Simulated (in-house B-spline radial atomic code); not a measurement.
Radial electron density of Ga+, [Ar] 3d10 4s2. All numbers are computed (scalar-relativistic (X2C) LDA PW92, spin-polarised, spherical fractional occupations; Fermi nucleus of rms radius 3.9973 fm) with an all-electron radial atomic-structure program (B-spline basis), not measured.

One-electron X2C: radii and densities carry no picture-change correction, so inner-shell <1/r> comes out high (for 1s by about 2 % at Z = 33, 5 % at 54, 10 % at 75, 30 % at 118) and <r> low.

Columns: r (bohr), 4πr²n(r) (electrons per bohr), bar.

```
 0.00175    1.005 #
 0.00214    1.423 #
 0.00261    1.998 ##
 0.00319    2.798 ###
 0.00389    3.876 ####
 0.00476    5.352 #####
 0.00581    7.281 #######
 0.00709    9.771 ##########
 0.00866    12.92 #############
  0.0106    16.78 #################
  0.0129    21.12 #####################
  0.0158    25.98 ##########################
  0.0193    30.71 ###############################
  0.0235     34.7 ###################################
  0.0287    37.34 ######################################
  0.0351    37.95 ######################################
  0.0428    36.43 #####################################
  0.0523    33.52 ##################################
  0.0638    30.93 ###############################
   0.078    30.64 ###############################
  0.0952    33.76 ##################################
   0.116    39.09 ########################################
   0.142    43.39 ############################################
   0.173    42.72 ###########################################
   0.212    36.02 #####################################
   0.258    27.23 ############################
   0.316    21.57 ######################
   0.385    22.02 ######################
   0.471    25.46 ##########################
   0.575    26.37 ###########################
   0.702    22.39 #######################
   0.857    15.56 ################
    1.05    9.123 #########
    1.28    5.059 #####
    1.56    2.949 ###
    1.91    1.853 ##
    2.33    1.156 #
    2.84   0.6232 #
    3.47    0.259 
    4.24  0.07686 
    5.17  0.01537 
    6.32 0.001835 
    7.71 0.0001248
```

On this grid the curve has 3 maxima, near 0.0351, 0.142, 0.575 bohr.

The 3d down radial function P(r) = rR(r), positive near the nucleus:

| r (bohr) | P |
| --- | --- |
| 0.0158 | 0.001307 |
| 0.0235 | 0.003918 |
| 0.0351 | 0.01151 |
| 0.0523 | 0.03201 |
| 0.078 | 0.08334 |
| 0.116 | 0.1959 |
| 0.173 | 0.407 |
| 0.258 | 0.7123 |
| 0.385 | 1.003 |
| 0.575 | 1.09 |
| 0.857 | 0.9017 |
| 1.28 | 0.5682 |
| 1.91 | 0.2642 |
| 2.84 | 0.08204 |
| 4.24 | 0.01333 |
